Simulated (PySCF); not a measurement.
# TlBr at several levels of theory

Computed with PySCF 2.14.0 (density fitting, no spin-orbit coupling) at the geometry relaxed with B3LYP:

```xyz
2
TlBr (singlet)
Tl    0.0000    0.0000   -0.7067
Br    0.0000    0.0000    1.9868
```

```
level                                  basis    state  HOMO (eV)  gap (eV)  charge on Tl1 (e)  dipole about the centre of mass (D)  largest force component (eV/Å)
B3LYP    Tl def2-SVP with ECP60, Br def2-SVP  singlet      -6.91      4.84               0.40                                 4.36                            0.01
  PBE                               the same  singlet      -6.03      3.59               0.37                                 4.13                            0.06
B3LYP  Tl def2-TZVP with ECP60, Br def2-TZVP  singlet      -7.06      4.88               0.49                                 4.83                            0.09
B3LYP           Tl x2c-SVPall, Br x2c-SVPall  singlet      -6.84      4.80               0.43                                 4.36                            0.02
```

Charges are Mulliken's, which hang on the basis. The relaxation used the grid (50, 194), these runs (75, 302) or, all-electron (x2c bases, spin-free X2C Hamiltonian), (99, 590).

Problem. A further run in the first row's basis gives HOMO (eV) -5.84, gap (eV) 3.44, charge on Tl1 (e) 0.35, dipole about the centre of mass (D) 3.94, largest force component (eV/Å) 0.15. Which level was it?
A. TPSSh
B. BLYP
C. BP86

Solution. B. The others give HOMO -6.57 eV (TPSSh); -6.14 eV (BP86).

In the first row's basis the gap widens with exact exchange: 3.4 to 3.6 eV for BLYP, PBE, BP86 (none); 4.5 to 4.8 eV for TPSSh, B3LYP (a fixed share).
